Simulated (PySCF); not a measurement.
C₄H₅BS.
Atom-mapped SMILES: `[BH2:1][c:2]1[cH:3][cH:4][s:5][cH:6]1` (hydrogens: H7, H8 on B1; H9 on C3; H10 on C4; H11 on C6)

Method: PBE0-D3(BJ)/def2-SVP geometry optimisation, gas phase (PySCF 2.14.0).

Question: List the bond lengths and angles at this level.

Answer: 
| bond | length (Å) |
| --- | --- |
| B1–C2 | 1.531 |
| C2–C3 | 1.439 |
| C3–C4 | 1.364 |
| C4–S5 | 1.727 |
| S5–C6 | 1.703 |
| C2–C6 | 1.388 |
| B1–H7, B1–H8 | 1.210 |
| C3–H9 | 1.091 |
| C4–H10 | 1.089 |
| C6–H11 | 1.090 |

Bonds in one row agree within 0.01 Å and their mean is given. A selection of angles:
| angle | degrees |
| --- | --- |
| C2–B1–H7 | 120.6 |
| C2–B1–H8 | 119.9 |
| H7–B1–H8 | 119.5 |
| B1–C2–C3 | 127.0 |
| B1–C2–C6 | 122.8 |
| C3–C2–C6 | 110.2 |
| C2–C3–C4 | 113.6 |
| C2–C3–H9 | 123.2 |
| C4–C3–H9 | 123.3 |
| C3–C4–S5 | 111.3 |
| C3–C4–H10 | 128.7 |
| S5–C4–H10 | 120.0 |
| C4–S5–C6 | 91.9 |
| S5–C6–H11 | 120.2 |
| C2–C6–S5 | 113.0 |
| C2–C6–H11 | 126.8 |

S5 (thiophene-type sulfur) is bent (angle 91.9°). The C–C distances run from 1.364 Å (C3–C4, aromatic) to 1.439 Å (C2–C3, aromatic), a spread of 0.075 Å. The 5-membered ring C2–C3–C4–S5–C6 has internal angles of 91.9° to 113.6°; it is planar, 0.00 Å rms from its mean plane, widest ring torsion 0°. The 6 heavy atoms lie in one plane (0.002 Å rms). B1 (three-coordinate boron) is planar (angles 120.6°, 119.9° and 119.5°, sum 360.0°, 0.00 Å off the plane of its three neighbours). The 2 C–S bonds span 1.703 Å (S5–C6, aromatic) to 1.727 Å (C4–S5, aromatic), a spread of 0.024 Å.

Point group: Cs (tolerance 0.08 Å). Whether it is a minimum is left open (no frequencies).
